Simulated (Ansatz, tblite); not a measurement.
Removing and adding an electron: Al13As13H30, a nanocrystal cut from zinc blende AlAs (hydrogen-capped). Charge 0, multiplicity 1. Geometry: r2SCAN-D4/def2-SVP. Ansatz, gas phase; energy differences of separate SCF runs; the oxidised species was run as a doublet alone; the reduced species was run as a doublet alone.

```xyz
56

Al    1.187    0.010    2.933
Al    3.375   -2.703    0.554
Al    0.664   -4.179    3.220
Al   -2.244   -1.598    1.555
Al   -0.004   -4.285   -0.803
Al    4.038    1.619    0.272
Al    1.945    4.164    2.676
Al   -1.634    2.379    1.296
Al    1.261    3.952   -1.340
Al    0.483   -0.142   -1.039
Al   -3.070   -1.710   -2.581
Al   -2.469    2.205   -2.836
Al   -5.254    0.793   -0.211
As    2.198   -2.249    2.658
As    2.821    1.809    2.393
As    4.884   -0.737    0.193
As   -0.532    0.157    1.144
As    1.558   -2.370   -1.119
As   -1.006   -3.750    1.371
As   -3.885   -1.332   -0.298
As   -1.806   -3.870   -2.491
As    2.173    1.634   -1.380
As    0.187    4.022    0.864
As   -3.314    2.383   -0.540
As   -0.615    3.882   -2.997
As   -1.282    0.016   -2.767
H     0.587    0.197    4.389
H     4.161   -4.068    0.374
H    -0.029   -3.903    4.626
H     1.436   -5.532    2.877
H    -2.949   -1.460    2.970
H     0.674   -5.701   -1.026
H     5.193    2.652   -0.064
H     1.228    4.288    4.092
H     3.079    5.170    2.179
H    -2.319    2.639    2.703
H     2.325    5.061   -1.728
H    -4.094   -1.696   -3.791
H    -3.474    2.345   -4.054
H    -5.838    0.978    1.257
H    -6.157    0.846   -1.525
H     3.308   -2.317    3.686
H     3.921    1.672    3.426
H     6.019   -0.847    1.184
H     5.697   -0.944   -1.064
H     2.184   -2.533   -2.488
H    -2.056   -4.829    1.533
H    -4.886   -2.452   -0.108
H    -2.817   -4.985   -2.362
H    -1.300   -4.221   -3.872
H     2.792    1.427   -2.746
H    -0.490    5.377    0.867
H    -3.932    3.765   -0.514
H    -1.245    5.255   -3.031
H    -0.054    3.886   -4.401
H    -0.625   -0.173   -4.117
```

The xTB rows come from tblite. Single mean-field runs in def2-TZVP are fitted with def2-universal-jkfit. HOMO above LUMO, or a gap near zero within one spin, warns that the state may not be the lowest or that an electron is smeared out.

(1) Estimate orbital energies and vertical ionisation energies and electron affinities at: GFN1-xTB; GFN2-xTB; PBE-D4/def2-TZVP; PBE0-D4/def2-TZVP.

Results:

(1) 
```json
{"level": "GFN1-xTB", "−HOMO (eV)": "10.17", "vertical IE (eV)": "11.49", "−LUMO (eV)": "6.84", "vertical EA (eV)": "5.53", "HOMO–LUMO gap (eV)": "3.33", "IE − EA (eV)": "5.95", "remarks": "–"}
{"level": "GFN2-xTB", "−HOMO (eV)": "9.52", "vertical IE (eV)": "10.88", "−LUMO (eV)": "6.95", "vertical EA (eV)": "5.64", "HOMO–LUMO gap (eV)": "2.57", "IE − EA (eV)": "5.24", "remarks": "–"}
{"level": "PBE-D4/def2-TZVP", "−HOMO (eV)": "6.14", "vertical IE (eV)": "–", "−LUMO (eV)": "2.43", "vertical EA (eV)": "1.24", "HOMO–LUMO gap (eV)": "3.71", "IE − EA (eV)": "–", "remarks": "HOMO above zero (-1 doublet), gap within one spin near zero (-1 doublet)"}
{"level": "PBE0-D4/def2-TZVP", "−HOMO (eV)": "7.11", "vertical IE (eV)": "8.10", "−LUMO (eV)": "1.77", "vertical EA (eV)": "0.99", "HOMO–LUMO gap (eV)": "5.34", "IE − EA (eV)": "7.11", "remarks": "–"}
```

Run but left out: PBE-D4/def2-TZVP (charge +1 doublet: an occupied level 0.10 eV above an empty one).   A HOMO above zero means that the electron is unbound at that level or that self-interaction error raises the level; the energy of removing that electron tells which. Raw xTB energy differences between charge states are shifted by several eV; the methods need an empirical correction for them. Sets without diffuse functions give affinities that are too small.
